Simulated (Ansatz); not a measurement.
Reaction (hydrogenolysis of a Ga–Al bond): `[NH2][AlH][GaH2]` + H₂ → `[GaH3]` + `[NH2][AlH2]`

Computed with Ansatz on PBE0-D4/def2-TZVP structures; ΔE is electronic, products minus reactants. CBS: MP2 limit from def2 TZ/QZ plus the TZ coupled-cluster correction, frozen cores. This one scheme is used for every species. Functionals use def2-TZVPP. For Ga outer-core shells are correlated without core-valence functions, which leaves a few kJ/mol of doubt a bond. Scalar relativity is left out up to krypton. Each species was taken in one conformer, which may not be the lowest.

`[NH2][AlH][GaH2]`:

Z-matrix (Å, degrees):
```
N
Al 1 1.772
H 1 1.008 2 124.1
H 1 1.007 2 125.9 3 -179.9
Ga 2 2.519 1 119.8 3 -180.0
H 2 1.592 1 115.3 3 -0.0
H 5 1.582 2 123.1 1 90.9
H 5 1.582 2 123.1 1 -90.1
```

H₂:

Cartesian coordinates in Å:
```
H 0.309 -0.136 -0.159
H -0.309 0.136 0.159
```

`[GaH3]`:

```xyz
4

Ga    0.000    0.000    0.001
H    -0.023    1.563    0.128
H     1.288   -0.801    0.400
H    -1.265   -0.762   -0.529
```

`[NH2][AlH2]`:

```xyz
6

N     0.683   -0.188    0.614
Al   -0.604    0.166   -0.543
H     0.878   -1.098    0.999
H     1.328    0.492    0.984
H    -1.525   -1.033   -1.014
H    -0.761    1.661   -1.041
```

```csv
level,ΔE (kJ/mol)
B97M-V,-16.7
ωB97X-V,-2.9
```

(1) What does CCSD(T)/CBS give? (Best estimate.)

Largest T1 diagnostic among the species: 0.013.

Answers

(1) Ansatz gave: +6.4 kJ/mol. The listed levels differ from it by -23.1, -9.3 kJ/mol.

The D4 term adds +5.6 kJ/mol with B3LYP and +3.2 kJ/mol with PBE0; it sums over pairs of atoms, weighted by their polarisabilities, and B3LYP, whose exchange is more repulsive, gets the larger term. From BLYP to BHLYP (50 % exact exchange), in def2-TZVPP and without D4, ΔE moves by −11.1 kJ/mol.

B3LYP here is the variant with VWN-RPA as its local correlation; programs differ in this.
